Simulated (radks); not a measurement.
Results of a calculation; reference values are marked as such.
Question: Species: Ti3+. Configuration: [Ar] 4s1 (not the ground configuration). Code: a radial shooting solver on a logarithmic mesh with Libxc functionals. Model: Dirac Kohn-Sham, PBE, spin-unpolarised, spherical densities, point nucleus. Some entries of the table are withheld. Estimate them.

orbital  occ.  eigenvalue (eV)  <r^2> (bohr^2)
1s1/2       2              (1)        0.006514
2s1/2       2        -580.3270             (2)
2p1/2       2              (3)             (4)
2p3/2       4              (5)             (6)
3s1/2       2        -102.3872             (7)
3p1/2       2         -78.4391           1.236
3p3/2       4         -77.7138           1.252
3d3/2       0         -41.1229           1.703
3d5/2       0         -41.0506           1.708
4s1/2       1         -29.0943           7.219
4p1/2       0         -23.3579             (8)
4p3/2       0         -23.2461             (9)

Answer: 
(1) 1s1/2 eigenvalue (eV): -4909.808
(2) 2s1/2 <r^2> (bohr^2): 0.1248
(3) 2p1/2 eigenvalue (eV): -491.3578
(4) 2p1/2 <r^2> (bohr^2): 0.1025
(5) 2p3/2 eigenvalue (eV): -485.5934
(6) 2p3/2 <r^2> (bohr^2): 0.1043
(7) 3s1/2 <r^2> (bohr^2): 1.099
(8) 4p1/2 <r^2> (bohr^2): 9.088
(9) 4p3/2 <r^2> (bohr^2): 9.169
